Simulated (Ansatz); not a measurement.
`[CH3][GeH2][NH][SiH3]` → `[CH3][GeH]` + `N[SiH3]` at 298.15 K and 1 bar (germylene formation by 1,1-elimination).

Computed with Ansatz on PBE0-D4/def2-TZVP structures; ΔE is electronic, products minus reactants. CCSD(T)/CBS is the MP2 limit (def2-TZVPP, def2-QZVPP) plus CCSD(T) − MP2 in def2-TZVPP, frozen cores. This one scheme is used for every species. For Ge outer-core shells are correlated without core-valence functions, which leaves a few kJ/mol of doubt a bond. Scalar relativity is left out up to krypton. Each species was taken in one conformer, which may not be the lowest.

```
                species  CCSD(T)/CBS energy (Eh)  H − E (kJ/mol)  S (J/(mol·K))
`[CH3][GeH2][NH][SiH3]`              -2463.39526           269.1          382.1
           `[CH3][GeH]`              -2116.52215           121.0          272.7
              `N[SiH3]`               -346.80422           145.7          264.3
```

H − E and S are ideal-gas, rigid-rotor, harmonic terms from PBE0-D4/def2-TZVP, for one conformer and one mirror image of each species. 1 Eh = 2625.50 kJ/mol, R = 8.31446 J/(mol·K).

Problem. By hand: ΔE, ΔH, ΔS and ΔG.

Solution. ΔE = (-2116.52215) + (-346.80422) − (-2463.39526) = 0.06889 Eh = 180.9 kJ/mol. Δ(H − E) = 121.0 + 145.7 − 269.1 = -2.4, so ΔH = 178.5 kJ/mol. ΔS = 272.7 + 264.3 − 382.1 = 154.9 J/(mol·K). ΔG = 178.5 − 298.15 × (154.9)/1000 = 132.3 kJ/mol.

Problem. By hand: the equilibrium constant, and the temperature at which ΔG would vanish if ΔH and ΔS stayed fixed.

Solution. log₁₀ K = −ΔG/(RT ln 10) = -23.2. ΔG = 0 at ΔH/ΔS = 1152 K.

The number of gas molecules changes by +1, which sets the sign of ΔS. A doubt of 5 kJ/mol in ΔE shifts log₁₀ K by 0.9 here. Other conformers and mirror images would add mixing entropy, several J/(mol·K) or more a flexible species. Modes under 60 cm⁻¹, often nearly free rotors, make the harmonic entropy too high. These are equilibria of isolated gas molecules and say nothing of rates. Largest T1 diagnostic: 0.011 (customary marks: 0.02 for closed shells, 0.045 for open ones).
